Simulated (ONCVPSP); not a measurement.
## Varying the ONCV potential for Pb

Base potential:

| Quantity | Value |
| --- | --- |
| Element | Pb |
| Generator | ONCVPSP 4.0.1 |
| Type | optimised norm-conserving Vanderbilt (ONCV) |
| Functional | PBEsol |
| Relativity | scalar-relativistic |
| Frozen core | [Kr] 4d10 4f14 |
| Valence charge | 22 |
| Reference configuration | 5s2 5p6 5d10 6s2 (charge +2) |
| Partial waves | 5s+6s: rc 1.40 bohr, ncon 3, nbas 7, qcut 11 1/bohr, 2 projectors; 5p: rc 1.10 bohr, ncon 5, nbas 8, qcut 7.3 1/bohr, 2 projectors, debl 2.4 Ha; 5d: rc 1.85 bohr, ncon 4, nbas 8, qcut 6.8 1/bohr, 2 projectors, debl 3.2 Ha |
| Local potential | polynomial inside 0.90 bohr (lpopt 3, dvloc0 0 Ha) |
| Core correction | Teter function, fcfact 4.5, rcfact 1.6 |

In the p channel the program set the typed energies aside and used -3.772, 0.250 Ha.

Cutoffs, loose and tight: the cutoffs (Ha) at which the residual kinetic energy of the hardest occupied pseudo-wave falls to 1 and 0.1 mHa per electron. They do not see the model core or the augmentation charge, which bear on the density cutoff. Test errors are all-electron minus pseudo excitation energies from the reference, over the configurations 5s2 5p6 5d10 6s2 6p2; 5s2 5p6 5d10 6s2 6p1; 5s2 5p6 5d10 6s1; 5s2 5p5 5d10 6s2 6p2. A dash means not determined; rows that change the core or the reference have their own tests.

```tsv
change	outcome	cutoff, loose	cutoff, tight	bound ghosts	GHOST(+) flags above zero	largest test error (meV)
base	generated, projector energies reset by the program	145 Ha	167 Ha	none	s	-155
d: qcut 6.7	generated, projector energies reset by the program	145 Ha	167 Ha	none	s, d	-157
s: rc 2.06	generated, projector energies reset by the program	145 Ha	167 Ha	none	s	-149
d: ncon 5, nbas 9	generated, projector energies reset by the program	145 Ha	167 Ha	none	s, d	-144
local potential polynomial inside 0.90 bohr (lpopt 3, dvloc0 7 Ha)	generated, projector energies reset by the program	145 Ha	167 Ha	none	s	-155
```
